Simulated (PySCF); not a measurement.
C5H9OP.
Atom-mapped SMILES: `[CH2:1]=[CH:2][C@@H:3]1[CH2:4][CH2:5][P@H:6]1=[O:7]` (hydrogens: H8, H9 on C1; H10 on C2; H11 on C3; H12, H13 on C4; H14, H15 on C5; H16 on P6)

Method: PBE0-D3(BJ)/def2-SVP geometry optimisation, gas phase (PySCF).

Problem. List the bond lengths, angles and torsions at this level.

Solution. 
| bond | length (Å) |
| --- | --- |
| C1=C2 | 1.334 |
| C2–C3 | 1.490 |
| C3–C4 | 1.551 |
| C4–C5 | 1.544 |
| C5–P6 | 1.837 |
| P6=O7 | 1.490 |
| C3–P6 | 1.845 |
| C1–H8 | 1.093 |
| C1–H9 | 1.096 |
| C2–H10 | 1.098 |
| C3–H11 | 1.107 |
| C4–H12 | 1.101 |
| C4–H13 | 1.100 |
| C5–H14 | 1.098 |
| C5–H15 | 1.101 |
| P6–H16 | 1.431 |

A selection of angles:
| angle | degrees |
| --- | --- |
| C2–C1–H8 | 121.4 |
| C2–C1–H9 | 121.6 |
| H8–C1–H9 | 117.0 |
| C1–C2–C3 | 124.8 |
| C1–C2–H10 | 119.3 |
| C3–C2–H10 | 115.9 |
| C2–C3–C4 | 120.0 |
| C2–C3–P6 | 121.9 |
| C2–C3–H11 | 110.8 |
| C4–C3–P6 | 87.0 |
| C4–C3–H11 | 108.4 |
| P6–C3–H11 | 106.0 |
| C3–C4–C5 | 97.7 |
| C3–C4–H12 | 110.3 |
| C3–C4–H13 | 114.8 |
| C5–C4–H12 | 111.0 |
| C5–C4–H13 | 115.1 |
| H12–C4–H13 | 107.8 |
| C4–C5–P6 | 87.5 |
| C4–C5–H14 | 118.3 |
| C4–C5–H15 | 111.7 |
| P6–C5–H14 | 119.2 |
| P6–C5–H15 | 109.0 |
| H14–C5–H15 | 109.5 |
| C5–P6–O7 | 126.7 |
| C5–P6–H16 | 101.4 |
| O7–P6–H16 | 115.4 |
| C3–P6–C5 | 78.5 |
| C3–P6–O7 | 126.4 |
| C3–P6–H16 | 100.8 |

Torsions: C1–C2–C3–C4 132° (anticlinal); C2–C3–C4–C5 -150°; C3–C4–C5–P6 25° (synperiplanar); C4–C5–P6–O7 -148° (anticlinal); C2–C3–P6–C5 145° (anticlinal).

The 4-membered ring C3–C4–C5–P6 has internal angles of 78.5° to 97.7°; it is puckered, 0.17 Å rms from its mean plane, widest ring torsion 25°. P6 (phosphoryl phosphorus) has angles from 78.5° to 126.7°. The 4 C–C bonds span 1.334 Å (C1=C2, drawn double) to 1.551 Å (C3–C4, drawn single), a spread of 0.217 Å. Of the pairs four or more bonds apart, P6···H9 is among the closest relative to their van der Waals radii: 2.95 Å, 98 % of the sum of Bondi's values.

Point group: C1 (no symmetry element, even within 0.4 Å). No frequency check. One conformer, not necessarily the lowest.
